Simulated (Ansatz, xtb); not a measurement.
## Ranking isomers of C3H10B2O2

3 gas-phase structures of C3H10B2O2, from a drawn sample of its isomers (lower ones may exist). Each was relaxed with GFN2-xTB; where two conformers were screened, the lower at r2SCAN-D4/def2-SVP is listed:

A. `BOBOC(C)C`, a singlet
B. `BOB(C)OCC`, a singlet
C. `CCBOBOC`, a singlet

Problem. Which do you expect lowest at r2SCAN-D4/def2-SVP, and how would the others follow?

Solution. Calculated order at r2SCAN-D4/def2-SVP: B (0.0), C (22.7), A (35.8) kJ/mol.

Energies above the lowest of each column, in kJ/mol; the last columns are at PBE0-D3(BJ)/def2-SVP geometries:

| structure | GFN2-xTB | HF/STO-3G | r2SCAN-D4/def2-SVP | PBE0-D3(BJ)/def2-SVP | CCSD(T)/def2-SVP + ΔMP2/def2-TZVPP |
| --- | --- | --- | --- | --- | --- |
| B | 31.4 | 0.0 | 0.0 | 0.0 | 0.0 |
| C | 51.2 | 15.9 | 22.7 | 24.7 | 34.7 |
| A | 0.0 | 31.3 | 35.8 | 34.7 | 28.4 |

CCSD(T)/def2-SVP + ΔMP2/def2-TZVPP puts B lowest; GFN2-xTB picks A. CCSD(T)/def2-SVP + ΔMP2/def2-TZVPP orders those it was run on as B (0.0), A (28.4), C (34.7) kJ/mol. Flexible structures stand in one conformer each, not always the lowest. ΔMP2 is the change of the MP2 energy from the smaller to the larger basis.

Programs: Ansatz 0.2.0, xtb 6.7.1.
